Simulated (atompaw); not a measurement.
**Before and after: PAW (atompaw) potential for In (Z = 49)**

```
Element                 : indium
Generator               : atompaw 4.2.0.5
Type                    : PAW
Functional              : LDA (PW92)
Relativity              : scalar-relativistic
Frozen core             : [Kr] 4d10
Valence charge          : 3
Reference configuration : 5s1.75 5p1.25
Partial waves           : 5s (bound): rc 2.95 bohr; 5s channel at 2 Ry: rc 2.95 bohr; 5p (bound): rc 2.95 bohr; 5p channel at 0.9 Ry: rc 2.95 bohr
Local potential         : bessel scheme, radius 2.05 bohr
Core correction         : smooth core density matched at 2.05 bohr
Augmentation charge     : besselshape compensation charge, radius 2.35 bohr; PAW radius 2.95 bohr; waves and projectors: custom polynom vanderbiltortho
```

Change: all radii scaled by about 0.79 (s 2.32, p 2.32 bohr); local potential bessel scheme, radius 1.60 bohr; augmentation besselshape compensation charge, radius 1.84 bohr; PAW radius 2.32 bohr; waves and projectors: custom polynom vanderbiltortho; core correction smooth core density matched at 1.60 bohr.

Cutoffs: the cutoffs (Ry, on a coarse ladder) from which the occupation-weighted sum of valence levels, in a spherical-Bessel basis at the reference potential, stays within 10 and 1 mRy of its value at 400 Ry; they do not see the model core or the augmentation charge, which bear on the density cutoff.

What does the change do?

Both files are very soft, the changed one slightly harder (loose and tight cutoff 6 and 6 Ry → 6 and 12 Ry on this coarse ladder); a bound ghost appears in p, s, which as a rule spoils a file.

| quantity | base | changed |
| --- | --- | --- |
| cutoff, loose | 6 Ry | 6 Ry |
| cutoff, tight | 6 Ry | 12 Ry |
| bound ghosts | none | s, p |
| lowest overlap eigenvalue by channel | s 0.08, p 0.42 | s 0.04, p 0.40 |

 A true bound ghost makes a file unfit for plane-wave use even where its test errors are small: the radial tests pick states by their node count and pass the ghost by. The cutoffs see the waves, projectors and local potential, not the compensation charge or the core.
